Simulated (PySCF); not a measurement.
Mg¹¹⁺ (magnesium, charge +11): UHF calculation

Configuration: 1s1, 2S determinant. Calculation: PySCF 2.14, in an uncontracted even-tempered set (17 s from 5.3 bohr⁻², ratio 2.2; 7 p from 8.2 bohr⁻², ratio 2.4; 4 d from 25 bohr⁻², ratio 2.4; 3 f from 37 bohr⁻², ratio 2.4; 3 g from 55 bohr⁻², ratio 2.4); scalar relativity by spin-free X2C-1e.

| Property | Result |
| --- | --- |
| Total energy | -72.138495 hartree |
| One-electron energy | -72.1385 hartree |
| Hartree (Coulomb) energy | 3.7664 hartree |
| Exchange energy | -3.7664 hartree |
| ⟨S²⟩ | 0.7500 |
| ⟨L²⟩ | 0.000 |
| Sum of ⟨r⟩ | 0.1245 bohr |
| Sum of ⟨r²⟩ | 0.02070 bohr² |

```tsv
shell	electrons	mean orbital energy (eV)	rms radius, mean of both spins (bohr)
1s α	1	-1963.0	0.144
```
